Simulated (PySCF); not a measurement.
## Dipole polarisabilities along group 4

Calculated with PySCF 2.14 for the ground configurations, without spin-orbit coupling: coupled response for Hartree-Fock and DFT. Mean α in bohr³, C₆ of like pairs in atomic units.

| species | α UHF | α PBE | α PBE0 | α recommended (Schwerdtfeger and Nagle) | C₆ UHF | C₆ PBE | C₆ PBE0 |
| --- | --- | --- | --- | --- | --- | --- | --- |
| Ti [Ar] 3d2 4s2 (aug-cc-pVDZ-DK, spin-free X2C) | 139.9 | 104.6 | 109.1 | 87 ± 10 | 1657 | 1204 | 1275 |
| Zr [Kr] 4d2 5s2 (aug-cc-pVDZ-PP with ECP28MDF, ECP) | 186.2 | 121.2 | 127.1 | 112 ± 13 | 2464 | 1691 | 1801 |
| Hf [Xe] 4f14 5d2 6s2 (aug-cc-pVDZ-PP with ECP60MDF, ECP) | 121.2 | 100.4 | 103.0 | 103 ± 6 | 1729 | 1330 | 1387 |

Hartree-Fock lacks correlation. All values carry a basis error, and heavy open shells lack spin-orbit coupling.
